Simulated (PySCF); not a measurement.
## Telling isomers of C₆H₆ClN apart by NMR

PySCF 2.14.0 with density-fitted response routines calculation with GFN2-xTB geometry and PBE0/pcSseg-1 with gauge-including orbitals; relativity neglected, no solvent, one conformer, fast rotation and ring inversion assumed for equivalent nuclei.

Scale: 1H (σ = 31.72 ppm), 13C (σ = 186.93 ppm) vs TMS (reference shieldings calculated alike). Where no couplings were computed, multiplicities follow the n + 1 count of equivalent neighbours, and m marks all less simple cases (inequivalent or close neighbours, rings, F or P nearby). Shifts are as computed. Against solution values, carbons near 30 ppm lie about +3 ppm off and those near 130 ppm about +5 ppm; carbons on Cl a further +6 ppm. Of 1211 compounds with measured shifts, 218 miss one by over three times the rms of a fit or turn the order of signals round; such compounds aren't used in these exercises. Carbons bonded to Cl come out too deshielded. OH and NH positions are gas-phase values without hydrogen bonding to other molecules.

(1) Tabulate the signals of `Nc1cccc(Cl)c1`, `Nc1ccccc1Cl` and their relative energies.

(2) What is the quickest way to tell Nc1cccc(Cl)c1 from Nc1ccccc1Cl?

## Answers

(1) 
```tsv
SMILES	carbon types	δC	δH	E rel. (kcal/mol)
Nc1cccc(Cl)c1	2×C 4×CH	153.0, 147.0, 136.0, 122.3, 117.1, 114.3	7.32 (m, 1H), 6.79 (d, 1H), 6.67 (s, 1H), 6.50 (d, 1H), 3.46 (br s, 2H)	0.6
Nc1ccccc1Cl	2×C 4×CH	148.3, 135.7, 133.4, 126.5, 122.1, 117.5	7.52 (d, 1H), 7.30 (m, 1H), 6.84 (m, 1H), 6.81 (d, 1H), 3.93 (br s, 2H)	0.0
```

Energies are electronic energies at PBE0/pcSseg-1 on these geometries, without zero-point or thermal terms, each for the one conformer computed, which needn't be the lowest.

(2) Both give the same number of carbon signals, with the same numbers of each carbon type, so the positions decide. The first has an aromatic carbon bearing nitrogen (C) at 153.0 ppm, the second an aromatic carbon bearing chlorine (C) at 126.5 ppm. Their most deshielded carbons lie at 153.0 and 148.3 ppm.
